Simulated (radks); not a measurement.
All-electron atom: the thallium ion Tl+ in [Xe] 4f14 5d9 6s2 6d1 (not the ground configuration). All-electron calculation, scalar-relativistic Kohn-Sham, TASK exchange with Perdew-Wang LDA correlation, spin-polarised, spherical densities, finite nucleus; open shells are filled with parallel spins first (spin-orbit coupling, left out, can overturn this in heavy ions); meta-GGA in the generalised Kohn-Sham scheme; Fermi nuclear charge, rms radius 5.4759 fm. Program: a radial shooting solver on a logarithmic mesh with Libxc functionals. Some entries of the table are withheld. Estimate them.

| orbital | occ. | eigenvalue (eV) | r(max) (bohr) |
|---|---|---|---|
| 1s down | 1 | -85711.95 | 0.01004 |
| 1s up | 1 | -85711.94 | 0.01004 |
| 2s up | 1 | -15314.07 | 0.05816 |
| 2s down | 1 | -15313.92 | 0.05816 |
| 2p up | 3 | -13177.58 | 0.04833 |
| 2p down | 3 | -13177.46 | 0.04833 |
| 3s up | 1 | -3682.352 | 0.1640 |
| 3s down | 1 | -3682.294 | 0.1640 |
| 3p up | 3 | -3065.433 | 0.1638 |
| 3p down | 3 | -3065.368 | 0.1638 |
| 3d up | 5 | -2423.000 | 0.1335 |
| 3d down | 5 | -2422.891 | 0.1335 |
| 4s up | 1 | -843.1164 | 0.3693 |
| 4s down | 1 | -843.0037 | 0.3693 |
| 4p up | 3 | -639.8296 | 0.3892 |
| 4p down | 3 | -639.7248 | 0.3893 |
| 4d up | 5 | -400.0518 | 0.3956 |
| 4d down | 5 | -399.9180 | 0.3957 |
| 5s up | 1 | -153.4384 | 0.8094 |
| 5s down | 1 | -152.7505 | 0.8087 |
| 4f up | 7 | -133.9885 | 0.3583 |
| 4f down | 7 | -133.7860 | 0.3583 |
| 5p up | 3 | -97.0266 | 0.9046 |
| 5p down | 3 | -96.1589 | 0.9035 |
| 5d up | 5 | (1) | 1.101 |
| 5d down | 4 | (2) | 1.099 |
| 6s up | 1 | (3) | (4) |
| 6s down | 1 | (5) | (6) |
| 6d up | 1 | -3.6730 | 5.695 |

Answer. 
(1) 5d up eigenvalue (eV): -32.8841
(2) 5d down eigenvalue (eV): -31.8621
(3) 6s up eigenvalue (eV): -22.7660
(4) 6s up r(max) (bohr): 1.933
(5) 6s down eigenvalue (eV): -22.5551
(6) 6s down r(max) (bohr): 1.955
